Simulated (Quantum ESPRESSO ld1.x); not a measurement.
Hf V, 68 electrons, occupied as [Xe] 4f14. Calculated with ld1.x of Quantum ESPRESSO 7.5: Dirac Kohn-Sham, PW91, spin-unpolarised, spherical densities, point nucleus.

Unscreened Slater integrals over Kohn-Sham orbitals (cm^-1). Large and small components are both included.

\begin{tabular}{lr}
integral & value \\ \hline
F0(4f7/2,4f7/2) & 302040 \\
F2(4f7/2,4f7/2) & 143290 \\
F4(4f7/2,4f7/2) & 89837 \\
F6(4f7/2,4f7/2) & 64613 \\
F0(4f7/2,4f5/2) & 304510 \\
F2(4f7/2,4f5/2) & 144540 \\
F4(4f7/2,4f5/2) & 90643 \\
G2(4f7/2,4f5/2) & 144050 \\
G4(4f7/2,4f5/2) & 90352 \\
G6(4f7/2,4f5/2) & 64993 \\
F0(4f7/2,5p3/2) & 179800 \\
F2(4f7/2,5p3/2) & 58503 \\
G2(4f7/2,5p3/2) & 27871 \\
G4(4f7/2,5p3/2) & 21985 \\
F0(4f7/2,5p1/2) & 191160 \\
G4(4f7/2,5p1/2) & 26346 \\
F0(4f7/2,5s1/2) & 206020 \\
G3(4f7/2,5s1/2) & 35730 \\
F0(4f5/2,4f5/2) & 307030 \\
F2(4f5/2,4f5/2) & 145850 \\
F4(4f5/2,4f5/2) & 91488 \\
F0(4f5/2,5p3/2) & 180310 \\
F2(4f5/2,5p3/2) & 57872 \\
G2(4f5/2,5p3/2) & 26987 \\
G4(4f5/2,5p3/2) & 21393 \\
F0(4f5/2,5p1/2) & 191770 \\
G2(4f5/2,5p1/2) & 33028 \\
F0(4f5/2,5s1/2) & 206770 \\
G3(4f5/2,5s1/2) & 34909 \\
F0(5p3/2,5p3/2) & 148110 \\
F2(5p3/2,5p3/2) & 80150 \\
F0(5p3/2,5p1/2) & 153350 \\
G2(5p3/2,5p1/2) & 81549 \\
F0(5p3/2,5s1/2) & 159650 \\
G1(5p3/2,5s1/2) & 104680 \\
F0(5p1/2,5p1/2) & 159420 \\
F0(5p1/2,5s1/2) & 166770 \\
G1(5p1/2,5s1/2) & 114960 \\
F0(5s1/2,5s1/2) & 175470 \\
\end{tabular}
